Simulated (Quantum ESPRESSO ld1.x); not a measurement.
The mean radii <r> (bohr) of the occupied orbitals of an atom or ion are listed with their occupations. Calculated with ld1.x of Quantum ESPRESSO 7.5: scalar-relativistic Kohn-Sham, LDA (Slater exchange, Perdew-Wang correlation), spin-polarised, spherical densities, point nucleus.

orbital  occ.      <r>
1s up       1  0.02320
1s down     1  0.02320
2s up       1  0.09903
2s down     1  0.09902
2p up       3  0.08713
2p down     3  0.08713
3s up       1   0.2609
3s down     1   0.2608
3p up       3   0.2591
3p down     3   0.2589
3d up       5   0.2364
3d down     5   0.2362
4s up       1   0.5935
4s down     1   0.5933
4p up       3   0.6286
4p down     3   0.6284
4d up       5   0.6893
4d down     5   0.6892
5s up       1    1.415
5s down     1    1.431
5p up       3    1.633
5p down     2    1.660
4f up       5   0.9845
6p up       1    4.077

Name the element and its charge. Open shells, if any, are filled with parallel spins first.

Answer. Z = 61, promethium, charge +2: Pm2+ in [Kr] 4d10 4f5 5s2 5p5 6p1. The 1s radius gives Z: for a bare nucleus <r> = (2 gamma + 1)/(2Z) with gamma = sqrt(1 - (Z/c)^2), 0.02288 bohr for Z = 61, and screening makes it slightly larger (0.02320 here). The occupations add up to 59, and the charge is Z minus that.
